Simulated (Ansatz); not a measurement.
Job for Ansatz (a quantum-chemistry and plane-wave program): R-wB97M-V/def2-TZVPP on C3 (SMILES [C]=C=[C]), atoms moved off the minimum.

Ansatz 0.2 input:
```yaml
crystal:
  periodic: [false, false, false]
  atoms:
    - {symbol: C, position_ang: [0.02083197, -0.02503990, -1.20782219]}
    - {symbol: C, position_ang: [-0.02797822, -0.03019395, -0.06365533]}
    - {symbol: C, position_ang: [-0.02443985, -0.01283097, 1.22588809]}
basis:
  gaussian:
    orbitals: def2-TZVPP
hamiltonian:
  xc: {name: wB97M-V}
scf: {lower_state_search: off}
output: {forces: true}
```

The head of its log:

```
WARN ansatz: RAYON_NUM_THREADS=1 ignored (pool sized by the plan → 1); use --threads N
Functional definition: wB97M-V
these checks for a lower state are left out or cut short: stability, starts, cluster_reference, orbital_swaps, neighbouring_geometries, increment
integrals: 0.02 GiB planned
540 factors; their error is unknown
integrals: 0.05 GiB planned
117 factors; integrals over basis functions are off by at most 2.7e-5 eV
mean field: 0.27 GiB planned
mean field evaluation 1: about -3099.4125 eV, gradient 3.8e1 eV
mean field evaluation 2: about -3096.9242 eV, gradient 5.0e1 eV
```

Problem. Give the final energy of this run.

Solution. -114.0191 hartree.
